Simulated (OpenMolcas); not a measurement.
**d3 ions of charge +4 down a group on the Zr site of Cs2ZrCl6**

- Program: OpenMolcas 26.06
- Method: CASSCF
- Spin-orbit coupling: state interaction with AMFI integrals over the reference wave functions

The d shell is active. Each dopant is a cluster with its nearest anions in model potentials and point charges, with no relaxation. Distances were set from a Shannon-type radius of the metal (high-spin where two are listed) plus a fixed donor radius (Cl 1.76 Å), in hosts weighted 0.65 to 0.35 with the host's distance in the model lattice. Ligand basis ANO-RCC-VDZP, DKH2 Hamiltonian. States (labels of O, the rotations of Oh). Energies in cm-1 above the lowest state or level, χT in cm3 K/mol; 10Dq and B are least-squares fits to the states below 45000 cm-1, weighted by degeneracy, with a free offset, and given where the rms deviation is under 5 % of |10Dq| (or 100 cm-1) and under 700 cm-1. Spin-only χT is S(S+1) / 2 for the spin of the ground state.

```json
{"Ion": "Mn4+", "Shell": "3d3", "R (Å)": "2.344", "Metal basis": "ANO-RCC-VTZP", "Ground state": "4A2", "First state of that spin": "4T2 15460", "10Dq": "", "B (rms of fit)": "", "First gap with spin-orbit (degeneracies)": "15315 (4, 2)", "χT at 300 K": "1.837", "First state of another spin": "2E 21004", "Spin-only χT": "1.875"}
{"Ion": "Tc4+", "Shell": "4d3", "R (Å)": "2.419", "Metal basis": "ANO-RCC-VTZP", "Ground state": "4A2", "First state of that spin": "4T2 24052", "10Dq": "", "B (rms of fit)": "", "First gap with spin-orbit (degeneracies)": "13762 (4, 4)", "χT at 300 K": "1.785", "First state of another spin": "2E 13828", "Spin-only χT": "1.875"}
{"Ion": "Re4+", "Shell": "5d3", "R (Å)": "2.409", "Metal basis": "ANO-RCC-VTZP", "Ground state": "4A2", "First state of that spin": "4T2 27486", "10Dq": "26226", "B (rms of fit)": "573 (464)", "First gap with spin-orbit (degeneracies)": "11940 (4, 4)", "χT at 300 K": "1.483", "First state of another spin": "2E 12664", "Spin-only χT": "1.875"}
```

χT departs most from the spin-only value for Re4+, by -0.392 cm3 K/mol.

Without dynamic correlation the repulsion within the d shell is too large (B by tens of per cent), so at a given field states of lower spin stand too high. Ligand-to-metal charge-transfer states are missing. With no ligand orbital active B as a rule stays too high, so bands that hang on it stand too high and its fall with covalency is understated. The least metal-like active orbital is 68 % on the metal (Löwdin) and no ligand orbital is active, so the numbers are rough (holds for Mn4+; Tc4+). With metal d orbitals alone and no dynamic correlation the field as a rule comes out too small, by tens of per cent, by up to half for chloride and softer ligands (holds for Mn4+). With metal d orbitals alone the field can be off either way by tens of per cent (holds for Tc4+; Re4+). The least metal-like active orbital is 69 % on the metal (Löwdin) and no ligand orbital is active, so the numbers are rough (holds for Re4+). No measured value stands beside these numbers; the geometry was set by hand and not optimised.
